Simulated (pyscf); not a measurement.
**H₃C–SnH₂–Cl (SMILES [CH3][SnH2][Cl]), singlet**

Gas-phase minimum from PySCF at ωB97X-D3(BJ)/def2-SVP, one conformer. 

SMILES: [Cl][SnH2][CH3]
```xyz
8

C     -0.6288     0.5062     0.3200
Sn    -0.6842    -1.4577    -0.5013
Cl    -2.8943    -2.2161    -0.2152
H      0.3757     0.9401     0.2054
H     -1.3579     1.1437    -0.1997
H     -0.8846     0.4673     1.3883
H     -0.3952    -1.4934    -2.1819
H      0.3012    -2.5675     0.3395
```
Charge 0, spin multiplicity 1.

Bonds (Å): C1–Sn2 2.130, C1–H4 1.100, C1–H5 1.099, C1–H6 1.099, Sn2–Cl3 2.354, Sn2–H7 1.706, Sn2–H8 1.706. Bond angles (°): Sn2–C1–H4 110.3, Sn2–C1–H5 109.6, Sn2–C1–H6 109.6, H4–C1–H5 109.1, H4–C1–H6 109.1, H5–C1–H6 109.0, C1–Sn2–Cl3 105.9, C1–Sn2–H7 113.3, C1–Sn2–H8 113.3, Cl3–Sn2–H7 105.8, Cl3–Sn2–H8 105.8, H7–Sn2–H8 112.0.

Properties at ωB97X-D3(BJ)/def2-SVP:

```
Item                                                                                                                                                                                                                  Value
---------------------------------------------------------------------------------------------------------------------  ----------------------------------------------------------------------------------------------------
Harmonic wavenumbers, unscaled                                                                                         68, 129, 377, 384, 531, 558, 633, 731, 789, 803, 1247, 1442, 1446, 1987, 1988, 3084, 3197, 3206 cm⁻¹
Zero-point energy                                                                                                                                                                                             32.3 kcal/mol
Rotational symmetry number                                                                                                                                                                                                1
Entropy of this conformer at 298 K and 1 atm, rigid rotor and harmonic oscillator, modes under 100 cm⁻¹ raised to 100                                                                                       328.0 J/(mol K)
Dipole moment                                                                                                                                                                                                        3.02 D
```

Single-point totals, which compare only within one level (frozen core for MP2 and CC):

```tsv
level	total energy (hartree)
ωB97X-D3(BJ)/def2-TZVP	-715.79593
PBE/def2-TZVP	-715.41737
r²SCAN/def2-TZVP	-715.69842
B3LYP-D3(BJ)/def2-TZVP	-715.78090
PBE0-D3(BJ)/def2-TZVP	-715.48205
M06-2X/def2-TZVP	-715.56624
ωB97M-D3(BJ)/def2-TZVP	-715.77166
HF/def2-TZVPP	-713.69502
MP2/def2-TZVPP	-714.39738
CCSD/def2-TZVPP	-714.43142
CCSD(T)/def2-TZVPP	-714.45668
```

Soft torsions are taken as harmonic, which can shift the entropy by several J/(mol K). The CCSD(T) − MP2 part came from Ansatz, without density fitting, on the same reference. The frozen core leaves the outer d or s,p core shells of the metals and heavy elements correlated in the MP2 and CC values, and def2-TZVPP describes them poorly, so these totals are far from the basis limit. Elements past Kr carry the def2 core potentials, without spin-orbit coupling.
